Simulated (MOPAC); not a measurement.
MOPAC input (AM1):

```
AM1 PRECISE GNORM=0.05 LET XYZ UHF MS=0.5 GEO-OK AUX(PRECISION=9) THREADS=1
C4H2ISe

I     1.94182100 1   -0.77938400 1   -0.31852600 1
C    -0.03911500 1   -0.13792700 1   -0.07075700 1
C    -0.36975800 1    1.02501400 1    0.50100900 1
Se   -2.19686900 1    1.35198200 1    0.59658000 1
C    -2.37778900 1   -0.32545100 1   -0.25286700 1
C    -1.17880300 1   -0.90766700 1   -0.50027000 1
H    -3.35675300 1   -0.71316900 1   -0.48443200 1
H    -1.07339700 1   -1.87070900 1   -0.98008500 1
```

From the output:

```
                                                       MOPAC v23.2.5 Linux

          FINAL HEAT OF FORMATION =        123.07245 KCAL/MOL =     514.93515 KJ/MOL

          COSMO AREA              =        147.38 SQUARE ANGSTROMS
          COSMO VOLUME            =        143.52 CUBIC ANGSTROMS

          GRADIENT NORM           =          0.04714          =       0.01667 PER ATOM
          IONIZATION POTENTIAL    =          8.003919 EV
          ALPHA SOMO LUMO (EV)    =         -8.004 -0.210
          BETA  SOMO LUMO (EV)    =         -8.120 -0.580
          NO. OF ALPHA ELECTRONS  =         16
          NO. OF BETA  ELECTRONS  =         15
          MOLECULAR WEIGHT        =        255.9243         POINT GROUP:  Cs

          MOLECULAR DIMENSIONS (Angstroms)

            Atom       Atom       Distance
            H     7    I     1     5.23566
            H     8   Se     4     3.61148
            C     3    I     1     0.00000

          SCF CALCULATIONS        =         25

   ATOM   CHEMICAL          X               Y               Z
  NUMBER   SYMBOL      (ANGSTROMS)     (ANGSTROMS)     (ANGSTROMS)

     1       I          1.89009371  *  -0.76252125  *  -0.31199963  *
     2       C          0.00470254  *  -0.14940589  *  -0.07487605  *
     3       C         -0.38513996  *   1.00786952  *   0.49181884  *
     4      Se         -2.17076627  *   1.34846297  *   0.59579326  *
     5       C         -2.35280252  *  -0.33025928  *  -0.25434304  *
     6       C         -1.14907979  *  -0.91546482  *  -0.50306980  *
     7       H         -3.34254026  *  -0.70917734  *  -0.48189310  *
     8       H         -1.02524087  *  -1.89044223  *  -0.98818753  *

                             CARTESIAN COORDINATES

   1    I        1.890093705    -0.762521254    -0.311999630
   2    C        0.004702538    -0.149405890    -0.074876048
   3    C       -0.385139961     1.007869525     0.491818838
   4   Se       -2.170766270     1.348462968     0.595793261
   5    C       -2.352802518    -0.330259279    -0.254343037
   6    C       -1.149079786    -0.915464816    -0.503069804
   7    H       -3.342540263    -0.709177340    -0.481893103
   8    H       -1.025240872    -1.890442233    -0.988187532

           Empirical Formula: C4 H2 I Se  =     8 atoms

      MOLECULAR POINT GROUP   :   Cs

          ALPHA EIGENVALUES
 -37.63402 -31.30621 -28.04506 -23.84916 -19.14111 -17.98498 -16.21025 -13.71336
 -13.43456 -12.91682 -11.26788 -10.82762 -10.68768 -10.55378  -9.87222  -8.00392
  -0.21021   0.03942   0.38271   1.13368   1.58444   4.00447   4.30096   4.72803
   5.04401   5.33654

           BETA EIGENVALUES
 -37.46140 -31.31368 -27.26615 -23.56880 -19.07296 -17.37330 -15.77683 -13.66832
 -13.35929 -12.41302 -11.19191 -10.99490 -10.61939  -9.43709  -8.12040  -0.58013
   0.16355   0.49378   0.63507   1.54570   1.76637   3.98769   4.53369   4.98801
   5.02092   5.49110

              NET ATOMIC CHARGES AND DIPOLE CONTRIBUTIONS

  ATOM NO.   TYPE          CHARGE      No. of ELECS.   s-Pop       p-Pop
    1          I           0.177939        6.8221     1.96344     4.85862
    2          C          -0.327016        4.3270     1.24042     3.08660
    3          C          -0.230364        4.2304     1.42248     2.80788
    4         Se           0.562094        5.4379     1.93972     3.49818
    5          C          -0.377033        4.3770     1.29856     3.07847
    6          C          -0.114870        4.1149     1.22043     2.89444
    7          H           0.154172        0.8458     0.84583
    8          H           0.155077        0.8449     0.84492
 DIPOLE           X         Y         Z       TOTAL
 POINT-CHG.    -2.171     1.278     0.561     2.581
 HYBRID        -0.492    -0.715    -0.378     0.947
 SUM           -2.663     0.563     0.183     2.728

          ATOMIC ORBITAL ELECTRON POPULATIONS

     Atom    s        px        py        pz
    1  I   1.96344   1.00579   1.88434   1.96850
    2  C   1.24042   0.99154   0.98596   1.10909
    3  C   1.42248   0.90050   0.92993   0.97745
    4 Se   1.93972   0.82662   1.08909   1.58247
    5  C   1.29856   0.99174   1.00839   1.07835
    6  C   1.22043   0.89276   0.99116   1.01053
    7  H   0.84583
    8  H   0.84492

                    (SZ)    =    0.500000
                    (S**2)  =    1.014102

          ATOMIC ORBITAL SPIN POPULATIONS

    Atom   Total    s     px     py     pz
         Atomic
    1  I  0.0415 -0.002  0.049  0.003 -0.009
    2  C -0.4484 -0.033 -0.051 -0.098 -0.266
    3  C  1.3684  0.176  0.387  0.398  0.407
    4 Se -0.0049  0.001 -0.002  0.010 -0.014
    5  C -0.3223 -0.017 -0.021 -0.059 -0.226
    6  C  0.3621  0.032  0.048  0.079  0.204
    7  H  0.0189  0.019
    8  H -0.0152 -0.015

 **********************
 *                    *
 * JOB ENDED NORMALLY *
 *                    *
 **********************

 == MOPAC DONE ==
```

The geometry given is a B3LYP-D3(BJ)/def2-TZVP minimum.

The determinant is spin-contaminated: <S^2> is 1.01 against 0.75 for a pure state.
